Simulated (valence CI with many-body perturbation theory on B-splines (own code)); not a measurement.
Pd25+: what the settings do

Calculated by configuration interaction combined with many-body perturbation theory (CI+MBPT): three valence electrons over a frozen Dirac-Fock core [Ar], radial functions for each j: 6 s, 6 p, 5 d, 5 f, 1 g, with the one-electron correlation potential Σ1 (screened to all orders), the two-electron term Σ2, the three-electron term Σ3, Breit, model QED; selected single and double excitations, second order for the rest, scaled by the run's own slope (own B-spline code, finite nucleus).

No measured spectrum was set against this ion. As an estimate, terms of the open shell hold to 2 to 4 % of their energy, and close levels can change places. Only levels of the ground parity were solved; by the run's estimate the other parity begins above the list, which can be wrong where configurations are misplaced.

The reference run has the lowest level 3d3 4F_3/2 and an ionisation energy of 1290.64 eV. Its largest variational space holds 2221 state functions.

Names give the largest LS component (configuration and term), which can be under half, so a name can repeat, a term be missing and a line seem to break the LS rules; names also repeat where a configuration has a term twice. Letters in brackets count levels of one name in rising energy.

Changed runs:
A. size limit of the variational space 10000 → 6000; logarithmic knot step 0.27 → 0.4
B. core polarisation of operators on → off
C. scale of Σ1 1 → 0; scale of Σ2 1 → 0; three-electron term on → off
D. closed core [Ar] → [Ar] 3d1 (bad on purpose)

Excitation energies of the reference run in cm⁻¹, and shifts in cm⁻¹:

| Level | Reference | A | B | C |
| --- | --- | --- | --- | --- |
| 3d3 4F_5/2 | 31382 | +0.2 | 0 | -1345 |
| 3d3 4F_7/2 | 55622 | +0.4 | 0 | -1538 |
| 3d3 4F_9/2 | 71157 | +0.4 | 0 | -1052 |
| 3d3 4P_3/2 | 74848 | +0.2 | 0 | +2625 |
| 3d3 4P_1/2 | 86497 | +0.1 | 0 | +2871 |
| 3d3 2G_7/2 | 114330 | +0.6 | 0 | +44 |
| 3d3 2H_9/2 | 119465 | +0.5 | 0 | -1311 |
| 3d3 4P_5/2 | 124549 | +0.4 | 0 | +2475 |
| 3d3 2D_3/2 [a] | 140289 | +0.9 | 0 | +2293 |
| 3d3 2P_1/2 | 149510 | +0.8 | 0 | +1224 |
| 3d3 2H_11/2 | 160285 | +0.5 | 0 | -1350 |
| 3d3 2D_5/2 [a] | 172030 | +1.0 | 0 | +3561 |
| Ionisation energy (eV) | 1290.64 | -0.0061 | 0 | -7.63 |

No effect on these energies: B.

Run D: It gave no result: the perturbation theory needs a core of closed shells. The program said: "the core must hold closed shells only".
